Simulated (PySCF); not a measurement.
PBE0 on Ca⁻ (calcium, charge -1), [Ar] 3d1 4s2, 2D determinant. Computed with PySCF 2.14 in aug-cc-pVTZ-X2C (7s6p4d2f, 59 functions), with the spin-free X2C one-electron Hamiltonian (Gaussian nucleus).

```
cycle= 1 E= -680.25139799756  delta_E= -0.00214  |g|= 0.0564  |ddm|= 1.08
cycle= 2 E= -680.251445556639  delta_E= -4.76e-05  |g|= 0.0569  |ddm|= 0.672
cycle= 3 E= -680.256138353242  delta_E= -0.00469  |g|= 0.00247  |ddm|= 0.394
cycle= 4 E= -680.256202370636  delta_E= -6.4e-05  |g|= 0.00312  |ddm|= 0.0631
cycle= 5 E= -680.256244337538  delta_E= -4.2e-05  |g|= 0.000241  |ddm|= 0.0587
cycle= 6 E= -680.25624503777  delta_E= -7e-07  |g|= 0.000124  |ddm|= 0.00516
cycle= 7 E= -680.256245163593  delta_E= -1.26e-07  |g|= 0.000122  |ddm|= 0.0019
cycle= 8 E= -680.256245194322  delta_E= -3.07e-08  |g|= 1.13e-05  |ddm|= 0.00107
cycle= 9 E= -680.256245194681  delta_E= -3.6e-10  |g|= 7.46e-07  |ddm|= 0.000141
converged SCF energy = -680.256245194681  <S^2> = 0.75365214  2S+1 = 2.0036488
```

Highest occupied orbital energy: 1.475 eV; ⟨L²⟩ = 6.02; populations by l: s 8.00, p 12.00, d 1.00, f 0.00.

(1) Can this result be used?

Answers

(1) With care. Self-consistency was reached. The configuration of this anion was assumed by filling the next shell in order. It is not the known or likely ground configuration (Ca⁻, Sr⁻ and Ba⁻, for instance, bind a p electron), so these values are not the electron affinity of the element. At PBE0 the highest occupied level has a positive energy, so only the finite basis holds that electron.
